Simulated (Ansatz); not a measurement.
ClH₃NOSi (`N[Si](O)Cl`) radical. The species carries charge 0 and has multiplicity 2.

Cartesian coordinates in Å:
```
N 0.4227 1.1213 -0.1821
Si -0.3127 -0.2566 0.4942
O -0.8041 -1.1473 -0.7967
Cl 1.1372 -1.1991 1.6407
H 1.0210 1.7084 0.3753
H -0.0400 1.6287 -0.9196
H -1.4241 -1.8553 -0.6117
```

Give the diagnostics of a CCSD(T)/def2-TZVPP run (frozen core, Ansatz). (Estimate.)

The calculation gave: T1 = 0.0133, largest single amplitude 0.024, largest double 0.017, (T) share of the correlation energy 3.8 %, 12 CCSD cycles. ⟨S²⟩ of the UHF reference is 0.756 against 0.75 for a pure state. T1 lies under the customary mark of 0.045 for open shells.
